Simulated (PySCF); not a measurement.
C₄H₇O (SMILES [CH2]C(=O)CC), doublet, at a GFN2-xTB geometry, with bond 11-5 at 1.8 times its length; PySCF with CASSCF(7,5)/STO-3G.

Here is a job for PySCF.
```python
from pyscf import gto, scf, mcscf
import numpy

mol = gto.Mole()
mol.atom = '''
    C     1.445386   -0.755453    0.151101
    C     0.549281    0.307144   -0.127071
    O     0.804459    1.187279   -0.948243
    C    -0.750906    0.308098    0.660632
    C    -1.675882   -0.778572    0.114161
    H     1.233834   -1.485451    0.911183
    H     2.411195   -0.771205   -0.323265
    H    -0.545941    0.125374    1.716825
    H    -1.221095    1.286079    0.554880
    H    -2.607377   -0.794276    0.675301
    H    -2.085267   -0.433608   -1.768574
    H    -1.210242   -1.759134    0.189889
'''
mol.basis = 'sto-3g'
mol.charge = 0
mol.spin = 1
mol.verbose = 4
mol.build()

mf = scf.ROHF(mol)
mf.kernel()
mc = mcscf.CASSCF(mf, 5, 7)
mc.fix_spin_(ss=0.75)
mc.kernel()
occ = numpy.linalg.eigvalsh(mc.fcisolver.make_rdm1(mc.ci, mc.ncas, mc.nelecas))[::-1]
ss = mc.fcisolver.spin_square(mc.ci, mc.ncas, mc.nelecas)[0]
print('natural occupations', occ.round(4), ' <S^2>', round(ss, 4))
```

What the program printed (banner, timings and long lists left out):

```
PySCF version 2.14.0

[INPUT] verbose = 4
[INPUT] num. atoms = 12
[INPUT] num. electrons = 39
[INPUT] charge = 0
[INPUT] spin (= nelec alpha-beta = 2S) = 1
[INPUT] symmetry False subgroup None
[INPUT] Mole.unit = angstrom
[INPUT] Symbol           X                Y                Z      unit          X                Y                Z       unit  Magmom
[...]
nuclear repulsion = 166.568012082532
number of shells = 22
number of NR pGTOs = 96
number of NR cGTOs = 32
basis = sto-3g
ecp = {}

******** <class 'pyscf.scf.rohf.ROHF'> ********
method = ROHF
initial guess = minao
damping factor = 0
level_shift factor = 0
DIIS = <class 'pyscf.scf.diis.CDIIS'>
diis_start_cycle = 1
diis_space = 8
diis_damp = 0
SCF conv_tol = 1e-09
SCF conv_tol_grad = None
SCF max_cycles = 50
direct_scf = True
direct_scf_tol = 1e-13
num. doubly occ = 19  num. singly occ = 1
Set gradient conv threshold to 3.16228e-05
init E= -227.928290260352
[...]
cycle= 1 E= -227.030670698383  delta_E= 0.898  |g|= 0.66  |ddm|= 2.99
[...]
cycle= 2 E= -226.793792244498  delta_E= 0.237  |g|= 1.06  |ddm|= 1.74
[...]
cycle= 3 E= -227.219729981145  delta_E= -0.426  |g|= 0.202  |ddm|= 1.48
[...]
cycle= 4 E= -227.242036458755  delta_E= -0.0223  |g|= 0.0722  |ddm|= 0.222
[...]
cycle= 5 E= -227.246147196304  delta_E= -0.00411  |g|= 0.029  |ddm|= 0.104
[...]
cycle= 6 E= -227.247397680394  delta_E= -0.00125  |g|= 0.00827  |ddm|= 0.0856
[...]
cycle= 7 E= -227.247481368397  delta_E= -8.37e-05  |g|= 0.00396  |ddm|= 0.0288
[...]
cycle= 8 E= -227.247485167289  delta_E= -3.8e-06  |g|= 0.00256  |ddm|= 0.00578
[...]
cycle= 9 E= -227.247488761567  delta_E= -3.59e-06  |g|= 0.000659  |ddm|= 0.00392
[...]
cycle= 10 E= -227.24748901509  delta_E= -2.54e-07  |g|= 0.00014  |ddm|= 0.0014
[...]
cycle= 11 E= -227.247489040993  delta_E= -2.59e-08  |g|= 8.43e-05  |ddm|= 0.000349
[...]
cycle= 12 E= -227.247489056349  delta_E= -1.54e-08  |g|= 4.92e-05  |ddm|= 0.000312
[...]
cycle= 13 E= -227.247489062323  delta_E= -5.97e-09  |g|= 2.19e-05  |ddm|= 0.000224
[...]
cycle= 14 E= -227.247489063542  delta_E= -1.22e-09  |g|= 3.61e-06  |ddm|= 0.000137
[...]
cycle= 15 E= -227.247489063561  delta_E= -1.88e-11  |g|= 1.25e-06  |ddm|= 1.17e-05
[...]
Extra cycle  E= -227.247489063562  delta_E= -7.39e-13  |g|= 5.92e-07  |ddm|= 2.66e-06
converged SCF energy = -227.247489063562

******** <class 'pyscf.mcscf.mc1step.CASSCF'> ********
CAS (4e+3e, 5o), ncore = 16, nvir = 11
max_cycle_macro = 50
max_cycle_micro = 4
conv_tol = 1e-07
conv_tol_grad = None
orbital rotation max_stepsize = 0.02
orbital rotation threshold for CI restart = 0.01
augmented hessian ah_max_cycle = 30
augmented hessian ah_conv_tol = 1e-12
augmented hessian ah_linear dependence = 1e-14
augmented hessian ah_level shift = 1e-08
augmented hessian ah_start_tol = 2.5
augmented hessian ah_start_cycle = 3
augmented hessian ah_grad_trust_region = 3
kf_trust_region = 3
kf_interval = 4
ci_response_space = 4
ci_grad_trust_region = 3
with_dep4 0
natorb = False
canonicalization = True
sorting_mo_energy = False
ao2mo_level = 2
internal_rotation = False
******** <class 'pyscf.fci.addons.SpinPenaltyFCISolver'> ********
max. cycles = 50
conv_tol = 1e-08
davidson only = True
linear dependence = 1e-12
level shift = 0.001
max iter space = 12
nroots = 1
pspace_size = 400
spin = None
CASCI E = -227.325601336324  S^2 = 0.7500000
Set conv_tol_grad to 0.000316228
macro iter   1 ( 21 JK    4 micro), CASSCF E = -227.334815928081  dE = -9.21459176e-03  S^2 = 0.7500000
               |grad[o]|= 0.05  |grad[c]|=0.00807  |ddm|=0.0132  |maxRot[o]|=0.178
macro iter   2 ( 21 JK    4 micro), CASSCF E = -227.334941512151  dE = -1.25584069e-04  S^2 = 0.7500000
               |grad[o]|=0.00816  |grad[c]|=0.00392  |ddm|=0.0108  |maxRot[o]|=0.299
macro iter   3 ( 21 JK    4 micro), CASSCF E = -227.334992676109  dE = -5.11639583e-05  S^2 = 0.7500000
               |grad[o]|=0.00528  |grad[c]|=0.0138  |ddm|=0.00764  |maxRot[o]|=0.233
[...]
               |grad[o]|=0.000115  |grad[c]|=0.00298  |ddm|=0.000591  |maxRot[o]|=0.0517
macro iter  33 (  4 JK    1 micro), CASSCF E = -227.335146810118  dE = -2.48024293e-07  S^2 = 0.7500000
               |grad[o]|=9.09e-05  |grad[c]|=0.000371  |ddm|=5.87e-05  |maxRot[o]|=0.0172
macro iter  34 (  7 JK    2 micro), CASSCF E = -227.335147423166  dE = -6.13047945e-07  S^2 = 0.7500000
               |grad[o]|=0.000189  |grad[c]|=0.00272  |ddm|=0.000227  |maxRot[o]|=0.046
macro iter  35 (  7 JK    2 micro), CASSCF E = -227.335148419993  dE = -9.96827310e-07  S^2 = 0.7500000
               |grad[o]|=0.000342  |grad[c]|=0.0044  |ddm|=0.000338  |maxRot[o]|=0.0579
macro iter  36 ( 12 JK    3 micro), CASSCF E = -227.335145100259  dE =  3.31973453e-06  S^2 = 0.7500000
               |grad[o]|=0.000246  |grad[c]|=0.00486  |ddm|=0.000453  |maxRot[o]|=0.0592
macro iter  37 ( 21 JK    4 micro), CASSCF E = -227.335147178735  dE = -2.07847657e-06  S^2 = 0.7500000
               |grad[o]|=0.00108  |grad[c]|=0.00283  |ddm|=0.00016  |maxRot[o]|=0.085
macro iter  38 ( 19 JK    4 micro), CASSCF E = -227.335147463137  dE = -2.84401807e-07  S^2 = 0.7500000
               |grad[o]|=0.000722  |grad[c]|=0.00164  |ddm|=0.000132  |maxRot[o]|=0.032
macro iter  39 ( 12 JK    3 micro), CASSCF E = -227.335147697309  dE = -2.34171949e-07  S^2 = 0.7500000
               |grad[o]|=0.000567  |grad[c]|=0.00207  |ddm|=0.00034  |maxRot[o]|=0.0552
macro iter  40 (  7 JK    2 micro), CASSCF E = -227.335149214283  dE = -1.51697358e-06  S^2 = 0.7500000
               |grad[o]|=0.000221  |grad[c]|=0.00104  |ddm|=8.34e-05  |maxRot[o]|=0.0509
macro iter  41 (  4 JK    1 micro), CASSCF E = -227.335149531481  dE = -3.17198129e-07  S^2 = 0.7500000
               |grad[o]|=9.43e-05  |grad[c]|=0.000163  |ddm|=6.23e-05  |maxRot[o]|=0.00895
macro iter  42 (  7 JK    2 micro), CASSCF E = -227.335151944819  dE = -2.41333845e-06  S^2 = 0.7500000
               |grad[o]|=0.000489  |grad[c]|=0.00544  |ddm|=0.000621  |maxRot[o]|=0.066
macro iter  43 ( 11 JK    3 micro), CASSCF E = -227.335149257541  dE =  2.68727780e-06  S^2 = 0.7500000
               |grad[o]|=0.000514  |grad[c]|=0.00283  |ddm|=0.000416  |maxRot[o]|=0.043
macro iter  44 (  7 JK    2 micro), CASSCF E = -227.335150890146  dE = -1.63260461e-06  S^2 = 0.7500000
               |grad[o]|=0.000536  |grad[c]|=0.000498  |ddm|=0.000103  |maxRot[o]|=0.0206
macro iter  45 (  7 JK    2 micro), CASSCF E = -227.335152510788  dE = -1.62064165e-06  S^2 = 0.7500000
               |grad[o]|=0.000368  |grad[c]|=0.00208  |ddm|=0.000224  |maxRot[o]|=0.0379
macro iter  46 (  6 JK    1 micro), CASSCF E = -227.335152675961  dE = -1.65173020e-07  S^2 = 0.7500000
               |grad[o]|=0.000116  |grad[c]|=0.000411  |ddm|=4.91e-05  |maxRot[o]|=0.0148
macro iter  47 (  6 JK    1 micro), CASSCF E = -227.335152927675  dE = -2.51713999e-07  S^2 = 0.7500000
               |grad[o]|=0.000127  |grad[c]|=0.0012  |ddm|=3.74e-05  |maxRot[o]|=0.0323
macro iter  48 (  7 JK    2 micro), CASSCF E = -227.335152789219  dE =  1.38455817e-07  S^2 = 0.7500000
               |grad[o]|=0.000173  |grad[c]|=0.000231  |ddm|=3e-05  |maxRot[o]|=0.0133
macro iter  49 ( 15 JK    3 micro), CASSCF E = -227.335152243572  dE =  5.45647197e-07  S^2 = 0.7500000
               |grad[o]|=0.000282  |grad[c]|=0.000944  |ddm|=3.98e-05  |maxRot[o]|=0.0278
macro iter  50 (  7 JK    1 micro), CASSCF E = -227.335152473473  dE = -2.29901616e-07  S^2 = 0.7500000
               |grad[o]|=8.47e-05  |grad[c]|=8.93e-05  |ddm|=6.72e-06  |maxRot[o]|=0.00834
1-step CASSCF not converged,  50 macro (457 JK 111 micro) steps
CASSCF canonicalization
Density matrix diagonal elements [1.99876813 1.97882829 1.74307862 1.00000054 0.27932442]
CASSCF energy = -227.335152473473
CASCI E = -227.335152473473  E(CI) = -10.7227929414242  S^2 = 0.7500000
natural occupations [1.9999 1.9998 1.7211 1.     0.2792]  <S^2> 0.75
```

The run did not converge; its last values are not results.
